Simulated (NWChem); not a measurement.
Species: CH₃Se₂ anion

```xyz
6

C     -1.3948     1.6905     0.0000
Se     0.4374     0.9390     0.0000
Se    -0.0388    -1.3989     0.0000
H     -1.9323     1.3520     0.8961
H     -1.3187     2.7900     0.0000
H     -1.9323     1.3520    -0.8961
```
Atoms are numbered in this order, from 1.

All runs: NWChem. Sets without diffuse functions describe the anion's extra electron poorly. Geometry: optimised at B3LYP/def2-SVPD. Not confirmed as a minimum by frequencies. The highest occupied level is positive in some or all of these runs, so the extra electron may be held by the finite basis. Level MN15/def2-SVP: energy and gradient on several grids; changes count from the extra-fine grid, which is no exact limit either.

Task: Which is the coarsest grid (xfine; medium; fine; xcoarse; coarse) from which on the energy stays within 50 μHa and each gradient component within 100 μHa/bohr of xfine?

Result: medium.
```tsv
grid	size of the energy change (μHa)	largest change of a gradient component (μHa/bohr)
xcoarse	3000	800
coarse	10	400
medium	< 10	40
fine	< 10	< 30
xfine	< 10	< 30
```
